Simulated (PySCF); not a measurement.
# Electron correlation in Cl²⁺ (chlorine, charge +2)

[Ne] 3s2 3p2 4s1, 4s spin antiparallel (an excited configuration). Computed with PySCF 2.14 in aug-cc-pCVTZ-DK with one added diffuse shell each of s, p, d, f type (9s8p6d4f, 91 functions), with the spin-free X2C one-electron Hamiltonian (Gaussian nucleus). Frozen: 1s2; 13 electrons correlated.

MP2 pair energies summed by pair of shells (mhartree):

| pair | energy | share (%) |
| --- | --- | --- |
| 2p-2p | -185.75 | 47.4 |
| 2s-2p | -54.38 | 13.9 |
| 3s-3p | -45.89 | 11.7 |
| 2p-3s | -23.76 | 6.1 |
| 3s-3s | -19.32 | 4.9 |
| 2p-3p | -18.95 | 4.8 |
| 3p-4s | -10.21 | 2.6 |
| 2s-2s | -9.41 | 2.4 |
| 3s-4s | -7.98 | 2.0 |
| 3p-3p | -7.70 | 2.0 |
| 2s-3s | -3.20 | 0.8 |
| 2s-3p | -2.96 | 0.8 |
| 2p-4s | -2.02 | 0.5 |
| 2s-4s | -0.23 | 0.1 |

Total MP2 correlation energy: -391.75 mhartree.

Same-spin part -101.35 and opposite-spin part -290.40 mhartree; SCS-MP2 scales them by 1/3 and 6/5 to -382.26 mhartree.
